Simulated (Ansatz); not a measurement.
Computed with Ansatz on PBE0-D4/def2-TZVP structures; ΔE is electronic, products minus reactants. CCSD(T)/CBS is the MP2 limit (def2-TZVPP, def2-QZVPP) plus CCSD(T) − MP2 in def2-TZVPP, frozen cores. This one scheme is used for every species. DFT in def2-TZVPP. B3LYP here is the variant with VWN-RPA as its local correlation; programs differ in this. Each species was taken in one conformer, which may not be the lowest.

Consider the ligand exchange at the Si–C bond: `C[Si](Cl)(Cl)Cl` + `N=C=O` → `O=C=N[Si](Cl)(Cl)Cl` + CH₄.

```json
{"level": "B3LYP-D4", "ΔE (kcal/mol)": "-20.1"}
{"level": "ωB97X-V", "ΔE (kcal/mol)": "-18.8"}
{"level": "PBE0", "ΔE (kcal/mol)": "-17.9"}
{"level": "HF/def2-QZVPP", "ΔE (kcal/mol)": "-22.8"}
```

Q: What does CCSD(T)/CBS give? (An estimate is asked.)

A: The calculation gave: -19.2 kcal/mol. The listed levels differ from it by -0.9, 0.4, 1.3, -3.6 kcal/mol.

Largest T1 diagnostic among the species: 0.018.

Leaving LDA and LC-ωPBE aside and taking each functional with its dispersion term where it has one, the values, not all of them listed here, spread over 4.4 kcal/mol, from BHLYP-D4 to PBE-D4. At CCSD(T), def2-SVP lies −1.3 kcal/mol from the extrapolated value and def2-TZVPP −0.2 kcal/mol.
